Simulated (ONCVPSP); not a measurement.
**La, ONCV: configuration errors across variants**

```json
{"Element": "lanthanum", "Generator": "ONCVPSP 4.0.1", "Type": "optimised norm-conserving Vanderbilt (ONCV)", "Functional": "PBEsol", "Relativity": "fully relativistic", "Frozen core": "[Kr] 4d10", "Valence charge": "11", "Reference configuration": "5s2 5p6 5d1 6s1 (charge +1)", "Partial waves": "5s+6s: rc 2.45 bohr, ncon 3, nbas 7, qcut 5.5 1/bohr, 2 projectors; 5p: rc 3.05 bohr, ncon 4, nbas 7, qcut 4.1 1/bohr, 2 projectors, debl 2.6 Ha; 5d: rc 2.90 bohr, ncon 4, nbas 8, qcut 3.7 1/bohr, 2 projectors, debl 1.1 Ha; f scattering state at 0.17 Ha: rc 2.35 bohr, ncon 3, nbas 7, qcut 4.7 1/bohr, 3 projectors, debl 3.5 Ha", "Local potential": "polynomial inside 1.80 bohr (lpopt 5, dvloc0 1 Ha)", "Core correction": "Teter function, fcfact 5.5, rcfact 1.05"}
```

Open shells are filled in proportion to 2j + 1.

In the p channel the program set the typed energies aside and used -1.008, 0.050 Ha (j = l + 1/2; the other j can differ). In the f channel the program set the typed energies aside and used -0.371, 3.129, 6.629 Ha (j = l + 1/2; the other j can differ).

All-electron excitation energies from the reference (eV): (1) 5s2 5p6 5d1 6s2 -5.999; (2) 5s2 5p6 5d1 6s0 10.846; (3) 5s2 5p6 5d0 6s0 29.743; (4) 5s2 5p6 5d1 6s0 6p1 2.972.

1 further variants failed, have other tests or too few solved ones, and are left out.

A true bound ghost makes a file unfit for plane-wave use even where its test errors are small: the radial tests pick states by their node count and pass the ghost by.

Errors AE − PS in meV (a dash: test not solved or not reliable):

```csv
change,(1),(2),(3),(4),bound ghosts,GHOST(+) flags above zero
base,-0.4,-0.6,+7.8,0.0,none,s
"all radii but the core radius scaled by about 0.85 (s 2.10, p 2.60, d 2.48, f 2.00 bohr); local potential polynomial inside 1.54 bohr (lpopt 5, dvloc0 1 Ha)",-0.3,-0.3,+3.7,+5.1,none,s
"all radii but the core radius scaled by about 0.93 (s 2.28, p 2.84, d 2.70, f 2.20 bohr); local potential polynomial inside 1.68 bohr (lpopt 5, dvloc0 1 Ha)",-0.3,-0.4,+5.7,+8.7,none,s
"all radii but the core radius scaled by about 1.04 (s 2.56, p 3.18, d 3.02, f 2.46 bohr); local potential polynomial inside 1.88 bohr (lpopt 5, dvloc0 1 Ha)",-0.4,-0.7,+9.9,0.0,none,s
"all radii but the core radius scaled by about 1.19 (s 2.90, p 3.62, d 3.44, f 2.78 bohr); local potential polynomial inside 2.14 bohr (lpopt 5, dvloc0 1 Ha)",-1.0,-2.4,+17,-0.4,none,"s, f7/2, f5/2"
"all radii but the core radius scaled by about 1.27 (s 3.10, p 3.88, d 3.68, f 2.98 bohr); local potential polynomial inside 2.28 bohr (lpopt 5, dvloc0 1 Ha)",-0.9,-4.5,+23,-0.8,d5/2,"f7/2, f5/2"
"all radii but the core radius scaled by about 1.31 (s 3.20, p 3.98, d 3.78, f 3.08 bohr); local potential polynomial inside 2.36 bohr (lpopt 5, dvloc0 1 Ha)",-0.9,-5.2,+26,-1.3,none,none
```

Problem. Give the same row for: all radii but the core radius scaled by about 1.12 (s 2.74, p 3.42, d 3.24, f 2.64 bohr); local potential polynomial inside 2.02 bohr (lpopt 5, dvloc0 1 Ha).

Solution. -0.5, -1.1, +13, -0.1; bound ghosts: none; GHOST(+) flags above zero: d5/2, f7/2, d3/2, f5/2.
